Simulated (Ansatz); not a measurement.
`N[SiH2][SiH](F)S` → `N[SiH2]S` + `F[SiH]`  (silylene formation by 1,1-elimination)

Isolated molecules relaxed with PBE0-D4/def2-TZVP in Ansatz; ΔE leaves out vibrations. CCSD(T)/CBS adds triple-zeta CCSD(T) − MP2 to the extrapolated MP2 energy (def2 sets, frozen cores). This one scheme is used for every species. DFT in def2-TZVPP. B3LYP here is the variant with VWN-RPA as its local correlation; programs differ in this. One conformer a species, not always the lowest.

`N[SiH2][SiH](F)S`:

Cartesian coordinates in Å:
```
N 1.323 -0.791 -0.691
Si 0.657 -0.317 0.836
Si -1.215 0.992 0.313
F -0.725 2.455 -0.144
S -2.191 -0.038 -1.265
H 1.830 -1.661 -0.746
H 1.767 -0.093 -1.269
H 0.215 -1.562 1.517
H 1.596 0.405 1.746
H -2.223 1.210 1.379
H -1.035 -0.599 -1.676
```

`N[SiH2]S`:

Z-matrix (Å, degrees):
```
Si
S 1 2.151
N 1 1.706 2 111.5
H 1 1.484 2 111.6 3 -117.8
H 1 1.485 2 105.8 3 122.4
H 2 1.343 1 94.3 3 -148.1
H 3 1.006 1 122.1 2 53.2
H 3 1.006 1 120.4 2 -98.6
```

`F[SiH]`:

```xyz
3

F    -1.058    0.434   -0.482
Si    0.351   -0.348   -0.497
H     0.707   -0.085    0.979
```

```csv
level,ΔE (kJ/mol),difference from CCSD(T)/CBS
PBE-D4,211.7,14.2
r2SCAN-D4,221.7,24.2
PBE0-D4,218.5,21.0
B3LYP-D4,195.2,-2.3
ωB97X-V,208.1,10.6
B2PLYP,187.9,-9.6
PBE,200.6,3.1
r2SCAN,218.7,21.2
B3LYP,177.2,-20.3
MP2/def2-TZVPP,204.6,7.1
CCSD/def2-TZVPP,186.4,-11.1
HF/def2-QZVPP,168.7,-28.8
MP2/def2-QZVPP,207.4,9.9
HF/CBS(def2),168.5,-29.0
MP2/CBS(def2),210.4,12.9
CCSD/CBS(def2),192.2,-5.3
CCSD(T)/CBS,197.5,0
```

Largest T1 diagnostic among the species: 0.015.

From PBE to PBE0 (25 % exact exchange), in def2-TZVPP and without D4, ΔE moves by +8.0 kJ/mol. The D4 term adds +17.9 kJ/mol with B3LYP and +9.9 kJ/mol with PBE0; it sums over pairs of atoms, weighted by their polarisabilities, and B3LYP, whose exchange is more repulsive, gets the larger term. In def2-TZVPP, CCSD(T) changes the Hartree–Fock value by +21.5 kJ/mol (the triples alone add +5.3 kJ/mol) and MP2 by +34.4 kJ/mol.
